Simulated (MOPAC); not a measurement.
Input file for MOPAC: PM3 on AlBrH2 (SMILES [AlH2][Br]), a point of a bond scan (R = 4.534 Å).

```
PM3 1SCF PRECISE CHARGE=0 THREADS=1
AlBrH2

Al    -0.83541046 1    -1.29867282 1     0.20638148 1
H     -0.32444596 1    -2.32948796 1     1.27376836 1
H     -2.12574011 1    -1.47940621 1    -0.66846947 1
Br     1.59601172 1     2.48105230 1    -0.39428194 1
```

Program output:

```
*******************************************************************************
 **                                                                           **
 **                              MOPAC v23.2.5                                **
 **                                                                           **
 *******************************************************************************
 ** MOPAC's Digital Object Identifier: https://doi.org/10.5281/zenodo.6511958 **
 **                                                                           **
 ** Please cite the open-source release paper for use of this MOPAC version:  **
 ** J. E. Moussa and J. J. P. Stewart (2026)                                  **
 ** MOPAC: An open-source semiempirical molecular orbital program             **
 ** J. Open Source Softw., 11(119), 8025, https://doi.org/10.21105/joss.08025 **
 *******************************************************************************

                              PM3 CALCULATION RESULTS

 *******************************************************************************
 *  PM3        - The PM3 Hamiltonian to be used
 *
 *
 *
 *                 CHARGE ON SYSTEM = 0
 *
 *
 *
 *  PRECISE    - TIGHTER CRITERIA TO BE USED
 *  1SCF       - DO 1 SCF AND THEN STOP
 *  THREADS=1  - MULTI-THREADING NOT USED
 *  T=         - A TIME OF 172800.0 SECONDS REQUESTED
 *  DUMP=N     - RESTART FILE WRITTEN EVERY 7200.0 SECONDS REQUESTED
 *******************************************************************************
PM3 1SCF PRECISE CHARGE=0 THREADS=1
 AlBrH2

   ATOM   CHEMICAL          X               Y               Z
  NUMBER   SYMBOL      (ANGSTROMS)     (ANGSTROMS)     (ANGSTROMS)

     1      Al         -0.83541046  *  -1.29867282  *   0.20638148  *
     2       H         -0.32444596  *  -2.32948796  *   1.27376836  *
     3       H         -2.12574011  *  -1.47940621  *  -0.66846947  *
     4      Br          1.59601172  *   2.48105230  *  -0.39428194  *



          CARTESIAN COORDINATES

    NO.       ATOM           X           Y           Z

     1        Al         -0.8354     -1.2987      0.2064
     2         H         -0.3244     -2.3295      1.2738
     3         H         -2.1257     -1.4794     -0.6685
     4        Br          1.5960      2.4811     -0.3943

  H: (PM3): J. J. P. STEWART, J. COMP. CHEM. 10, 209 (1989).
 Al: (PM3): J. J. P. STEWART, J. COMP. CHEM. 10, 209 (1989).
 Br: (PM3): J. J. P. STEWART, J. COMP. CHEM. 10, 209 (1989).

           Empirical Formula: H2 Al Br  =     4 atoms



      MOLECULAR POINT GROUP   :   C2v


      RHF CALCULATION, NO. OF DOUBLY OCCUPIED LEVELS = 6


 -------------------------------------------------------------------------------
 PM3 1SCF PRECISE CHARGE=0 THREADS=1
 AlBrH2



     1SCF WAS SPECIFIED, SO BFGS WAS NOT USED
     SCF FIELD WAS ACHIEVED


                              PM3 CALCULATION
                                                       MOPAC v23.2.5 Linux




          FINAL HEAT OF FORMATION =        141.36825 KCAL/MOL =     591.48477 KJ/MOL


          COSMO AREA              =        126.27 SQUARE ANGSTROMS
          COSMO VOLUME            =        107.73 CUBIC ANGSTROMS

          IONIZATION POTENTIAL    =          8.079727 EV
          HOMO LUMO ENERGIES (EV) =         -8.080 -4.065
          NO. OF FILLED LEVELS    =          6
          MOLECULAR WEIGHT        =        108.9013         POINT GROUP:  C2v

          MOLECULAR DIMENSIONS (Angstroms)

            Atom       Atom       Distance
           Br     4    H     2     5.44168
            H     3   Br     4     2.68958
           Al     1   Br     4     0.00000


          SCF CALCULATIONS        =          1





   ATOM   CHEMICAL          X               Y               Z
  NUMBER   SYMBOL      (ANGSTROMS)     (ANGSTROMS)     (ANGSTROMS)

     1      Al         -0.83541046  *  -1.29867282  *   0.20638148  *
     2       H         -0.32444596  *  -2.32948796  *   1.27376836  *
     3       H         -2.12574011  *  -1.47940621  *  -0.66846947  *
     4      Br          1.59601172  *   2.48105230  *  -0.39428194  *

                             CARTESIAN COORDINATES

   1   Al       -0.835410460    -1.298672820     0.206381480
   2    H       -0.324445960    -2.329487960     1.273768360
   3    H       -2.125740110    -1.479406210    -0.668469470
   4   Br        1.596011720     2.481052300    -0.394281940


           Empirical Formula: H2 Al Br  =     4 atoms



      MOLECULAR POINT GROUP   :   C2v


                  EIGENVALUES
 -14.23852 -14.19267 -12.94888  -8.60740  -8.60287  -8.07973  -4.06479  -3.11451
  -0.28232   0.13367


              NET ATOMIC CHARGES AND DIPOLE CONTRIBUTIONS

  ATOM NO.   TYPE          CHARGE      No. of ELECS.   s-Pop       p-Pop
    1         Al           0.915123        2.0849     0.86068     1.22420
    2          H          -0.151938        1.1519     1.15194
    3          H          -0.151940        1.1519     1.15194
    4         Br          -0.611245        7.6112     1.99867     5.61258
 DIPOLE           X         Y         Z       TOTAL
 POINT-CHG.    -6.570   -10.213     1.623    12.251
 HYBRID         0.325     0.505    -0.080     0.606
 SUM           -6.245    -9.708     1.543    11.646


          ATOMIC ORBITAL ELECTRON POPULATIONS

     Atom    s        px        py        pz
    1 Al   0.86068   0.46393   0.33921   0.42106
    2  H   1.15194
    3  H   1.15194
    4 Br   1.99867   1.88837   1.73128   1.99293

 **********************
 *                    *
 * JOB ENDED NORMALLY *
 *                    *
 **********************




 == MOPAC DONE ==
```

The run finished.

Cost: around 0.020 core-seconds (rough).
